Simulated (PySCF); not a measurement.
## Gas-phase XPS of `[H]/N=C\c1ccc[n+]([AlH3-])c1`, computed

Species: C6H9AlN2.
Numbering: `[H]/[N:1]=[CH:2]\[c:3]1[cH:4][cH:5][cH:6][n+:7]([AlH3-:8])[cH:9]1`

Geometry (PBE0-D3(BJ)/def2-SVP, Å), atoms numbered from 1 in this order:
```
atom  x, y, z in Å
N1    -2.6567   -2.0544   -0.7464
C2    -2.5607   -0.8513   -0.3619
C3    -1.3395   -0.0658   -0.0661
C4    -1.4430    1.2584    0.3694
C5    -0.2909    1.9893    0.6437
C6     0.9414    1.3748    0.4749
N7     1.0460    0.1053    0.0579
Al8    2.9059   -0.7580   -0.1519
C9    -0.0550   -0.5975   -0.2063
H10   -1.7397   -2.5020   -0.8519
H11   -3.5001   -0.2895   -0.2201
H12   -2.4310    1.7117    0.4907
H13   -0.3420    3.0244    0.9843
H14    1.8813    1.8973    0.6726
H15    2.4195   -2.1781   -0.7344
H16    3.4230   -0.7111    1.3686
H17    3.5942    0.2827   -1.1641
H18    0.1199   -1.6235   -0.5448
```

Level of theory: delta-SCF UKS SCAN, pcX-2 on the ionised atom, pcseg-1 elsewhere, spin-free X2C in PySCF 2.14.0. Vertical ΔSCF values, vacuum level as zero.

Give the core binding energies atom by atom.

| atom(s) | bonded to | level | binding energy (eV) | above the level's lowest (eV) | count |
| --- | --- | --- | --- | --- | --- |
| Al8 | N and 3 H | Al 1s | 1565.28 | 0.00 | 1 |
| N7 | 2 C (aromatic in the SMILES) and Al | N 1s | 406.53 | +1.69 | 1 |
| N1 | C (double bond) and H | N 1s | 404.84 | 0.00 | 1 |
| C6 | N (aromatic in the SMILES), C (aromatic in the SMILES) and H | C 1s | 292.36 | +0.60 | 1 |
| C9 | N (aromatic in the SMILES), C (aromatic in the SMILES) and H | C 1s | 292.33 | +0.57 | 1 |
| C3 | 2 C (aromatic in the SMILES) and C | C 1s | 291.89 | +0.13 | 1 |
| C4 | 2 C (aromatic in the SMILES) and H | C 1s | 291.76 | 0.00 | 1 |
| C5 | 2 C (aromatic in the SMILES) and H | C 1s | 291.76 | 0.00 | 1 |

Lowest listed C 1s: C5, bonded to 2 C (aromatic in the SMILES) and H. Highest, 0.60 eV above it: C6, bonded to N (aromatic in the SMILES), C (aromatic in the SMILES) and H. The values 291.76 and 291.76 eV; the values 292.33 and 292.36 eV lie too close for their order to be trusted.

The listed N 1s values span 1.69 eV, from N1 (bonded to C (double bond) and H) to N7 (bonded to 2 C (aromatic in the SMILES) and Al). Summing the Pauling electronegativity differences to the bonded atoms, each weighted by its formal bond order, gives -1.82 for the lowest site and -2.90 for the highest; the largest sum, -1.82, belongs to N1, 1.69 eV below the top. The smallest sum, -2.90, belongs to N7, 1.69 eV above the lowest.

Which photon energy gives electrons from C 1s of C4 a kinetic energy of 50 eV, and what is their de Broglie wavelength?

hν = 291.76 + 50 = 341.76 eV, recoil neglected; λ = 12.264 Å/√(E/eV) = 1.73 Å.

What is the longest wavelength that can ionise C 1s of C4 vertically?

λ = hc/E = 12398.42 eV Å / 291.76 eV = 42.495 Å.

The list is incomplete; no value stands for C 1s of C2 (hole states with ⟨S²⟩ of 1 or more are left out). Spin contamination (⟨S²⟩ against 0.75 for a pure doublet) is marked for N 1s of N1 (0.92), C 1s of C4 (0.90), C 1s of C5 (0.86) and C 1s of C6 (0.86), which makes these values less certain. Geometry: PBE0-D3(BJ)/def2-SVP, one conformer, isolated molecule.
